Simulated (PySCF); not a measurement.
Constitutional and geometric isomers with formula CH4OSi. Gas-phase values, no solvent. One relaxed conformer stands for each flexible species; it need not be the lowest. Strings in code marks are SMILES.

The HOMO from two functionals at the same geometries (B3LYP-D3(BJ)/def2-TZVP), both in PySCF: PBE-D3(BJ)/def2-TZVP and B3LYP-D3(BJ)/def2-TZVP. B3LYP has the VWN-RPA correlation part, as in Gaussian. 

```
species                             PBE-D3(BJ)/def2-TZVP (eV)  B3LYP-D3(BJ)/def2-TZVP (eV)
----------------------------------  -------------------------  ---------------------------
`[SiH2]=CO` (H–O–C–Si torsion 15°)                      -4.89                        -5.65
`O=C[SiH3]`                                             -5.68                        -6.95
`C1O[SiH2]1`                                            -6.46                        -7.49
`C=[SiH]O` (C–Si–O–H torsion 0°)                        -5.16                        -5.98
```

Over these rows, drawn at random from the members with no instability flagged (it was tested for open shells, ions and some series alone), PBE minus B3LYP-D3(BJ): mean +0.97 eV, from +0.75 eV to +1.26 eV.
